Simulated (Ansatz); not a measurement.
Basis sets compared for Co(NH2)3 (CoN₃H₆). Total charge 0; quintet. Geometry PBE0-D4/def2-SVP. Ansatz on 4 threads of Intel Xeon 6975P-C on a shared host; times are rough, and most runs start from earlier orbitals.

```tsv
atom	x (Å)	y (Å)	z (Å)
Co1	0.000	0.000	0.000
N2	0.229	-1.745	-0.463
H3	-0.374	-2.270	-1.090
H4	0.982	-2.345	-0.137
N5	1.198	0.814	1.101
H6	2.033	0.380	1.485
H7	1.136	1.774	1.430
N8	-1.428	0.930	-0.638
H9	-2.152	0.553	-1.243
H10	-1.625	1.908	-0.445
```

At PBE-D4/def2-TZVP a triplet of charge 0 lies 0.35 eV below the quintet, each at its own geometry.

Binding counts from free atoms (Co quartet, N quartet, H doublet) in the same basis, without a counterpoise term.

```json
{"level": "PBE-D4/def2-SVP", "functions": "103", "energy (Eh)": "-1549.8904", "HOMO (eV)": "-4.18", "LUMO (eV)": "-3.19", "binding per atom (eV)": "3.36", "wall time": "0.95 s"}
{"level": "PBE-D4/def2-TZVP", "functions": "174", "energy (Eh)": "-1550.2997", "HOMO (eV)": "-4.61", "LUMO (eV)": "-3.58", "binding per atom (eV)": "–", "wall time": "1.6 s"}
{"level": "r2SCAN-D4/def2-TZVP (with forces)", "functions": "174", "energy (Eh)": "-1550.6225", "HOMO (eV)": "-5.18", "LUMO (eV)": "-3.42", "binding per atom (eV)": "–", "wall time": "3.1 s"}
{"level": "PBE0-D4/def2-SVP", "functions": "103", "energy (Eh)": "-1549.8839", "HOMO (eV)": "-6.15", "LUMO (eV)": "-1.77", "binding per atom (eV)": "3.14", "wall time": "1.7 s"}
{"level": "PBE0-D4/def2-TZVP", "functions": "174", "energy (Eh)": "-1550.2850", "HOMO (eV)": "-6.57", "LUMO (eV)": "-2.07", "binding per atom (eV)": "3.15", "wall time": "3.4 s"}
```

**Question.** Estimate the rows for PBE-D4/def2-TZVPD, r2SCAN-D4/def2-TZVPD, PBE0-D4/def2-TZVPD.

**Answer.** 
| level | functions | energy (Eh) | HOMO (eV) | LUMO (eV) | binding per atom (eV) | wall time |
| --- | --- | --- | --- | --- | --- | --- |
| PBE-D4/def2-TZVPD | 213 | -1550.3062 | -4.78 | -3.75 | 3.34 | 2.3 s |
| r2SCAN-D4/def2-TZVPD | 213 | -1550.6270 | -5.31 | -3.55 | 3.21 | 4.3 s |
| PBE0-D4/def2-TZVPD | 213 | -1550.2903 | -6.73 | -2.22 | 3.16 | 5.5 s |
